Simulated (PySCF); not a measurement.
Atoms are numbered as in `[CH3:1][O:2][CH2:3][C:4]([F:5])([F:6])[F:7]`; H(Xn) means a hydrogen on atom n.

Computed data (PySCF 2.14.0 with density-fitted response routines): PBE0-D3(BJ)/def2-SVP geometry, shielding tensors at B97-2/pcSseg-2 (GIAO), couplings computed with B3LYP/pcJ-1 (spin–dipole term only in couplings to heteroatoms). Non-relativistic, isolated molecule, one computed conformer, fast rotation and ring inversion assumed for equivalent nuclei.

Question: Predict the 2D correlation tables (HSQC, COSY, HMBC).

Answer: 

HSQC (one-bond C–H):
| δH | δC | 1J(C,H) (Hz) |
| --- | --- | --- |
| 3.59 (H(C3)) | 73.0 (C3) | 149 |
| 3.45 (H(C1)) | 61.3 (C1) | 147 |

HMBC (two and three bonds, |J| ≥ 2.5 Hz):
| δH | δC [abs. J in Hz] |
| --- | --- |
| 3.59 (H(C3)) | 133.3 (C4) [2.6], 61.3 (C1) [8.4] |
| 3.45 (H(C1)) | 73.0 (C3) [5.6] |

No COSY cross peaks are expected.

References, each an isolated molecule treated in the same way: 1H (31.36 ppm) and 13C (183.46 ppm) vs TMS.

Short H···H contacts in this conformer between protons four or more bonds apart (candidates for NOE cross peaks, intensity ∝ r⁻⁶): H(C1)···H(C3) 2.35 Å.

Common functionals overestimate the size of one-bond C–F couplings by tens of Hz; these are unscaled. Shifts are as computed. Against solution values, carbons near 30 ppm lie about +4 ppm off and those near 130 ppm about +7 ppm. Of 1211 compounds with measured shifts, 218 miss one by over three times the rms of a fit or turn the order of signals round; such compounds aren't used in these exercises.
